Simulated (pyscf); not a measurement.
H₃C–SiH₂–Si•(SiH₃)–SiH₃, doublet

Gas-phase minimum from PySCF at ωB97X-D3(BJ)/def2-SVP, one conformer. Other isomers of H₃C–SiH₂–Si•(SiH₃)–SiH₃ were not searched in full and may lie lower. 

SMILES: C[SiH2][Si]([SiH3])[SiH3]
```xyz
16

C      2.0328     0.8543    -1.6375
Si     0.3730     1.6231    -1.1856
Si    -0.4471     0.6416     0.7510
Si    -2.4650     1.4654     1.5396
Si    -0.3016    -1.6721     0.7591
H      2.7657     1.0134    -0.8311
H      1.9283    -0.2312    -1.7932
H      2.4341     1.2966    -2.5629
H     -0.6086     1.4188    -2.2979
H      0.5062     3.0957    -0.9694
H     -3.5828     1.1222     0.6072
H     -2.7712     0.8754     2.8762
H     -2.3970     2.9511     1.6656
H      1.0928    -2.0946     0.4310
H     -0.6692    -2.2132     2.1006
H     -1.2196    -2.2718    -0.2586
```
Charge 0, spin multiplicity 2.

Bonds (Å): C1–Si2 1.884, C1–H6 1.101, C1–H7 1.102, C1–H8 1.101, Si2–Si3 2.321, Si2–H9 1.497, Si2–H10 1.494, Si3–Si4 2.318, Si3–Si5 2.318, Si4–H11 1.496, Si4–H12 1.493, Si4–H13 1.493, Si5–H14 1.494, Si5–H15 1.492 (the first ones only). Angles (°): Si2–C1–H6 110.6, Si2–C1–H7 110.6, Si2–C1–H8 111.0, H6–C1–H7 108.0, H6–C1–H8 108.3, H7–C1–H8 108.2, C1–Si2–Si3 109.8, C1–Si2–H9 110.1, C1–Si2–H10 111.0, Si3–Si2–H9 109.3, Si3–Si2–H10 109.1, H9–Si2–H10 107.5, Si2–Si3–Si4 116.2, Si2–Si3–Si5 113.8 (the first ones only).

Properties at ωB97X-D3(BJ)/def2-SVP:

```json
{
  "harmonic_wavenumbers_unscaled": "23, 63, 68, 69, 76, 86, 166, 178, 343, 438, 479, 482, 499, 535, 541, 595, 619, 687, 725, 875, 879, 891, 921, 948, 950, 953, 955, 956, 1285, 1444, 1445, 2214, 2223, 2228, 2235, 2241, 2245, 2249, 2251, 3070, 3173, 3176 cm⁻¹",
  "zero_point_energy": "66.4 kcal/mol",
  "rotational_symmetry_number": "1",
  "Entropy of this conformer at 298 K and 1 atm, rigid rotor and harmonic oscillator, modes under 100 cm⁻¹ raised to 100": "439.9 J/(mol K)",
  "dipole_moment": "0.89 D",
  "Spin expectation value S2": "0.753"
}
```

Single-point totals, which compare only within one level:

| level | total energy (hartree) |
|---|---|
| ωB97X-D3(BJ)/def2-TZVP | -1202.85966 |
| PBE/def2-TZVP | -1202.03485 |
| r²SCAN/def2-TZVP | -1202.57566 |
| B3LYP-D3(BJ)/def2-TZVP | -1202.83205 |
| PBE0-D3(BJ)/def2-TZVP | -1202.18242 |
| M06-2X/def2-TZVP | -1202.58081 |
| ωB97M-D3(BJ)/def2-TZVP | -1202.87619 |

The lowest mode is so soft that the shape along it may change with the basis. Soft torsions are taken as harmonic, which can shift the entropy by several J/(mol K).
